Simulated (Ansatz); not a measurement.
A structure relaxed at PBE0-D4/def2-TZVP, charge 0, multiplicity 1:

```xyz
13

O    -1.166   -0.430   -1.515
Si    0.470   -0.278   -1.393
F     1.161   -1.438   -2.243
C     0.845   -0.460    0.400
Si   -0.104    0.671    1.546
O    -1.605    0.954    0.980
Cl   -0.201   -0.221    3.397
H    -1.574   -0.377   -2.380
H     0.929    0.992   -2.000
H     0.602   -1.493    0.679
H     1.917   -0.327    0.574
H     0.585    1.961    1.755
H    -1.860    0.446    0.200
```

Problem. Give its formula and SMILES.

Solution. CH6ClFO2Si2, `O[Si@H](F)C[Si@@H](O)Cl`.

Problem. Point group (tolerance 0.08 Å, 0.16 Å for H)?

Solution. C1.

Problem. Summarise the bond lengths by kind.

Solution. 2 × O–Si 1.630 to 1.647 Å; 2 × H–O 0.959 to 0.965 Å; 1 × F–Si 1.596 Å; 2 × C–Si 1.841 to 1.869 Å; 2 × H–Si 1.477 to 1.480 Å; 2 × C–H 1.095 to 1.097 Å; 1 × Cl–Si 2.057 Å.

Program: Ansatz 0.2.0.
